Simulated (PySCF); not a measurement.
Atom-mapped SMILES (the numbers label the heavy atoms): `[CH2:1]=[CH:2][C:3](=[O:4])[N:5]([CH3:6])[CH3:7]`; H(Xn) means a hydrogen on atom n. Ha(C1) is cis to C3; Hb(C1) is trans to C3.

Geometry: PBE0-D3(BJ)/def2-TZVP; GIAO shifts from PySCF 2.14, gas phase, non-relativistic, averaged over equivalent atoms.

At KT3/pcSseg-2 (378 basis functions, 110 s wall time on 1 thread of an Arm Neoverse V1, shared host):
```
 atoms  δ (ppm)
    C3    158.6
    C1    128.5
    C2    125.0
    C6     37.5
    C7     35.1
    O4    346.6
    N5    117.3
 H(C2)     6.89
Ha(C1)     6.75
Hb(C1)     5.70
 H(C7)     3.13
 H(C6)     3.11
```

δ = σ(ref) − σ, references computed at the same level: ¹³C (183.24 ppm), ¹H (31.63 ppm) vs TMS; ¹⁷O (325.30 ppm) against H2O; NH3 for ¹⁵N (261.05 ppm).

Predict the values at B97-2/pcSseg-2 on the same geometry.

Results:


```csv
atoms,δ at B97-2/pcSseg-2,change
C3,168.6,+10.0
C1,139.4,+10.9
C2,133.3,+8.3
C6,37.6,+0.1
C7,35.4,+0.3
O4,362.9,+16.3
N5,114.2,-3.1
H(C2),6.95,+0.06
Ha(C1),7.04,+0.29
Hb(C1),5.98,+0.28
H(C7),3.09,-0.04
H(C6),3.04,-0.07
```

δ = σ(ref) − σ, references computed at the same level: TMS for ¹³C (σref 185.38) and ¹H (σref 31.64); ¹⁷O (σref 327.66) vs H2O; ¹⁵N (σref 261.75) vs NH3.

The largest change is at O4 (amide-type carbonyl oxygen). Cost: 378 basis functions, 67 s wall time on 1 thread of an Arm Neoverse V1, shared host. The order of the carbon signals is the same at both levels.

Rotation about the amide-type C–N bond is slow at room temperature, so the two groups on nitrogen are listed apart. Unscaled 17O shifts of doubly bonded oxygen tend to come out too high, by tens of ppm or more. Experimental scales use liquid or dissolved standards, which lie at an offset from isolated NH3 (liquid NH3: subtract about 20 ppm) and H2O (liquid H2O: subtract about 36 ppm).
